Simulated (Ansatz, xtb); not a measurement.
BH4NSe: which of two isomers lies lower

Structure I is `NB[SeH]`, a singlet and structure II is `[NH3+][BH-]=[Se]`, a singlet. Both are isolated molecules in the gas phase, relaxed with B3LYP-D3(BJ)/6-311G**; the shapes shown needn't be the lowest conformers.

I (Å):

```yaml
atoms:
  - { symbol: B, position_ang: [-0.1502, -0.8214, -0.2930] }
  - { symbol: N, position_ang: [0.8778, 0.0818, -0.5418] }
  - { symbol: Se, position_ang: [-2.0256, -0.2989, -0.6293] }
  - { symbol: H, position_ang: [0.0878, -1.9078, 0.1211] }
  - { symbol: H, position_ang: [-2.5877, -1.5870, -0.2040] }
  - { symbol: H, position_ang: [1.8439, -0.1540, -0.3807] }
  - { symbol: H, position_ang: [0.7414, 1.0171, -0.8929] }
```

II (Å):

```xyz
7

B    -1.3070    0.0918    1.1261
N    -1.3990   -0.9735   -0.0978
Se   -0.8621    1.8005    0.6477
H    -0.7357   -1.7440    0.0070
H    -1.1762   -0.4489   -0.9485
H    -2.3316   -1.3820   -0.1878
H    -1.5567   -0.4599    2.1516
```

**Question.** Which of the two would you expect CCSD(T)/def2-TZVP electronic energies to favour?

**Answer.** Structure I; the calculation gives E(II) − E(I) = +22.4 kcal/mol.

The same difference at several levels:

```
                level               geometry  E(II) − E(I) (kcal/mol)  departure from the last row (kcal/mol)  job, with rough time for the two
             GFN2-xTB               GFN2-xTB                     +20.0                                    −2.4              optimisation, 0.17 s
            HF/STO-3G               GFN2-xTB                     +46.8                                   +24.4              single point, 0.24 s
   r2SCAN-D4/def2-SVP               GFN2-xTB                     +24.4                                    +2.0               single point, 2.2 s
B3LYP-D3(BJ)/6-311G**  B3LYP-D3(BJ)/6-311G**                     +23.1                                    +0.7                optimisation, 22 s
         HF/def2-TZVP  B3LYP-D3(BJ)/6-311G**                     +27.2                                    +4.9           part of the CCSD(T) run
        MP2/def2-TZVP  B3LYP-D3(BJ)/6-311G**                     +21.7                                    −0.7           part of the CCSD(T) run
    CCSD(T)/def2-TZVP  B3LYP-D3(BJ)/6-311G**                     +22.4                                                        single point, 37 s
```

As drawn, II has 1 B=Se, 1 N–H in place of 1 B–Se, 1 Se–H.

None of the levels shown reverses the order. The largest departure from CCSD(T)/def2-TZVP is that of HF/STO-3G, 24.4 kcal/mol.

With harmonic frequencies from B3LYP-D3(BJ)/6-311G** (ideal gas, rigid rotor, one conformer each, 200 K, 1 atm): on the last row, ΔE + ΔZPE = +24.9, ΔH = +25.0, ΔG = +24.9 kcal/mol.

The correlated steps freeze 11 core orbitals; the filled d shell of Se is correlated, in a basis made for valence electrons. Codes used: Ansatz 0.2.0, xtb 6.7.1; the last row on 2 threads of Arm Neoverse V1 on a shared host.
